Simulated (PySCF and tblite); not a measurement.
The numbers below are computed, except where a source is named.
**C5H7FO2, numbered as in [O:1]=[C:2]1[O:3][CH2:4][CH2:5][CH2:6][C@@H:7]1[F:8]: conformational analysis**

Conformers came from 60 starts (ETKDG and KDG, MMFF94s, GFN2-xTB); geometries are GFN2-xTB. Free energies are PBE0-D3(BJ)/pcSseg-1 single points with GFN2-xTB rigid-rotor and vibrational terms (modes under about 100 cm⁻¹ blended into free rotors). Symmetry numbers and mirror images are counted. Conformers within 3 kcal/mol (GFN2-xTB free energy) were kept, 10 at most. GIAO shieldings: PBE0/pcSseg-1. Shifts are against TMS (¹H), TMS (¹³C), CFCl3 (¹⁹F) at the same level; of two unlike H on one atom, a is the less shielded. Run with PySCF (density fitting) and tblite.

The 6-ring runs over atoms 2–3–4–5–6–7.

```tsv
conformer	shape	symmetry	E(GFN2) kcal/mol	E(DFT) kcal/mol	G(298.15 K) kcal/mol	weight %	dipole D
1	6-ring between boat and twist-boat (ring torsions -49, 63, -21, -31, 51, -8°)	C1	0.00	0.00	0.00	39.2	4.60
2	6-ring flattened chair (ring torsions -30, 54, -62, 48, -24, 14°)	C1	1.51	0.57	0.13	31.4	5.70
3	6-ring half-chair (ring torsions 26, -53, 63, -47, 20, -9°)	C1	1.11	0.50	0.17	29.4	5.21
```

Weights (%) against temperature:

```json
{"T (K)": "220", "1": "42.1", "2": "30.3", "3": "27.6", "S(mix) cal/mol/K": "2.15"}
{"T (K)": "260", "1": "40.4", "2": "30.9", "3": "28.7", "S(mix) cal/mol/K": "2.16"}
{"T (K)": "298.15", "1": "39.2", "2": "31.4", "3": "29.4", "S(mix) cal/mol/K": "2.17"}
{"T (K)": "340", "1": "38.3", "2": "31.8", "3": "29.9", "S(mix) cal/mol/K": "2.17"}
{"T (K)": "380", "1": "37.6", "2": "32.1", "3": "30.4", "S(mix) cal/mol/K": "2.17"}
```

Averaged shifts at 298.15 K. ¹H: 5.06 (H7, 1H), 4.62 (H4a, 1H), 4.43 (H4b, 1H), 2.23 (H6a, 1H), 2.10 (H6b, 1H), 1.88 (H5a, 1H), 1.70 (H5b, 1H) ppm. ¹³C: 168.8 (C2), 90.4 (C7), 69.8 (C4), 31.9 (C6), 24.3 (C5) ppm. ¹⁹F: -209.1 (F8) ppm.

Coordinates of conformer 1 (Å):

```xyz
15

O     2.595    0.606   -0.829
C     1.524    0.523   -0.299
O     0.682    1.549   -0.253
C    -0.633    1.300    0.237
C    -1.212    0.072   -0.457
C    -0.373   -1.166   -0.108
C     1.027   -0.769    0.369
F     0.990   -0.545    1.738
H    -0.611    1.166    1.324
H    -1.199    2.202    0.000
H    -2.249   -0.065   -0.155
H    -1.189    0.250   -1.534
H    -0.838   -1.730    0.703
H    -0.283   -1.824   -0.971
H     1.764   -1.563    0.214
```

Coordinates of conformer 2 (Å):

```xyz
15

O     2.389   -1.549   -0.176
C     1.339   -0.983   -0.085
O     0.203   -1.683   -0.116
C    -1.087   -1.089   -0.221
C    -1.178    0.297    0.398
C    -0.079    1.161   -0.206
C     1.258    0.534    0.164
F     2.275    1.140   -0.536
H    -1.344   -1.042   -1.287
H    -1.763   -1.795    0.269
H    -2.163    0.716    0.192
H    -1.050    0.234    1.481
H    -0.170    1.189   -1.294
H    -0.122    2.186    0.165
H     1.488    0.692    1.230
```

Unscaled ¹⁹F shifts at such levels can be off by tens of ppm; differences between conformers or isomers are more reliable. Shifts are unscaled: against experiment ¹³C can be off by 15 ppm or more and ¹H by 0.8 ppm.

Search and properties took 58 s on 1 thread of AMD EPYC 7R43 64-Core, shared host (rough), launched as `OMP_NUM_THREADS=1 python ens_run.py task.json out`.


Conformer gaps in pcSseg-1 on xTB geometries can be 2 kcal/mol off for S=O, P=O and other polar bonds.